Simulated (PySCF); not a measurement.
CH5FO3Si, SMILES CO[Si](O)(O)F. Coordinates come from a PBE-D3(BJ)/def2-SVP optimisation. The structure was generated by enumeration, and PubChem lists no compound with its InChIKey, so it may never have been made. One conformer was computed; it need not be the lowest.

**Question.** Give the equilibrium geometry at PBE-D3(BJ)/def2-SVP (PySCF confirms it by a frequency run) as Cartesian coordinates in Å. (An estimate is asked for; the answer gives what the named calculation found.)

**Answer.** This is not unique; one that fits is 
```xyz
11

C      2.2534    -0.4680    -0.0504
O      0.9440    -0.7504    -0.5211
Si    -0.3993     0.0506     0.0022
O     -0.6291    -0.2433     1.6114
O     -1.7243    -0.4378    -0.8552
F     -0.1627     1.6541    -0.2246
H      2.3593    -0.7104     1.0301
H      2.9724    -1.0912    -0.6193
H      2.5240     0.6013    -0.1974
H     -1.3904     0.2021     2.0202
H     -1.6561    -0.3377    -1.8203
```
Charge 0, spin multiplicity 1.
